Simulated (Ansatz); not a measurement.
C2H6O2SSi (`O[SiH2]/C(O)=C/S`) at its PBE0-D4/def2-TZVP geometry, where that method's forces vanish. Charge 0, multiplicity 1.

```xyz
12

O    -0.3993   -2.6138   -0.2497
Si   -1.1539   -1.1545   -0.2490
C     0.0904    0.2530   -0.2116
O     0.9827    0.2287   -1.2215
C     0.0754    1.2025    0.7354
S     1.1784    2.5770    0.6344
H     0.2164   -2.7907   -0.9628
H    -1.9673   -1.0866    0.9847
H    -2.0005   -0.9833   -1.4596
H     1.5709    0.9988   -1.1047
H    -0.6561    1.1804    1.5321
H     2.0630    2.1885    1.5723
```

Question: What forces (eV/Å) does r2SCAN-D4/def2-TZVPP give on these atoms in Ansatz? (Best estimate.)

Answer: Computed: 
```
O1   0.012 -0.050  0.020
Si2 -0.037  0.041 -0.010
C3  -0.228 -0.189  0.041
O4   0.141 -0.111 -0.265
C5  -0.085  0.106  0.212
S6   0.077  0.118 -0.015
H7   0.016 -0.009 -0.019
H8   0.016 -0.001 -0.030
H9   0.003  0.001  0.016
H10  0.053  0.080  0.029
H11  0.004  0.005  0.001
H12  0.028  0.010  0.021
```
